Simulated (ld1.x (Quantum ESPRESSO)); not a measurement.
What one change does to a pseudopotential (oxygen, ultrasoft)

| Quantity | Value |
| --- | --- |
| Element | O (Z = 8) |
| Generator | ld1.x (Quantum ESPRESSO) 7.5 |
| Type | ultrasoft |
| Functional | PW91 |
| Relativity | scalar-relativistic |
| Frozen core | [He] |
| Valence charge | 6 |
| Reference configuration | 2s2 2p4 |
| Partial waves | 2s (bound): rcut 0.85, rcutus 1.05 bohr; 2s channel at -1.15 Ry: rcut 0.85, rcutus 1.05 bohr; 2p (bound): rcut 1.05, rcutus 1.40 bohr; 2p channel at 0.35 Ry: rcut 1.05, rcutus 1.40 bohr; 3d channel at -0.05 Ry: rcut 0.95, rcutus 1.05 bohr |
| Local potential | all-electron potential smoothed inside 0.95 bohr (lloc = -1) |
| Core correction | a·sin(br)/r model core inside 1.10 bohr |
| Augmentation charge | PSQ, radius 0.70 bohr |

Change: all radii but the core radius scaled by about 0.75 (s 0.78, p 1.06, d 0.78 bohr, rcut 0.64/0.78/0.72); local potential all-electron potential smoothed inside 0.72 bohr (lloc = -1); augmentation PSQ, radius 0.52 bohr.

Cutoffs: the cutoffs (Ry, on a coarse ladder) from which the occupation-weighted sum of valence levels, in a spherical-Bessel basis at the reference potential, stays within 10 and 1 mRy of its value at 400 Ry; they do not see the model core or the augmentation charge, which bear on the density cutoff. Errors are all-electron minus pseudo energies relative to the spin-unpolarised reference configuration.

Q: Predict the effect on cutoff, ghosts and configuration errors.

A: The potential gets harder (35 Ry and 60 Ry → 60 Ry and 110 Ry); of the 7 tests that both files solve, the error grows in 6 and shrinks in 0 by more than 15 % and 0.3 meV (median size 12.6 → 57.9 meV); neither file shows a bound ghost. A smaller radius makes the pseudo-wave follow the all-electron one further in, where it bends more sharply, so more plane waves are needed. That the errors move this way runs against the usual rule that smaller radii transfer better.

```tsv
quantity	base	changed
cutoff, loose	35 Ry	60 Ry
cutoff, tight	60 Ry	110 Ry
loose cutoff by channel (10 mRy a level)	s 18 Ry, p 30 Ry	s 40 Ry, p 55 Ry
bound ghosts	none	none
error for 2s2 2p3, meV [ΔE 16.52 eV]	+0.4	+4.6
error for 2s2 2p2, meV [ΔE 50.23 eV]	+13	+46
error for 2s2 2p1, meV [ΔE 104.23 eV]	+85	+221
error for 2s2 2p4.3, meV [ΔE -2.15 eV]	+0.2	+0.3
error for 2s2 2p0, meV [ΔE 181.27 eV]	+413	+878
error for 2s0 2p6, meV [ΔE 29.87 eV]	+31	+251
error for 2s1 2p5, meV [ΔE 14.92 eV]	+7.5	+58
lowest overlap eigenvalue by channel	s 0.56, p 0.96, d 0.69	s 0.54, p 0.95, d 0.54
```
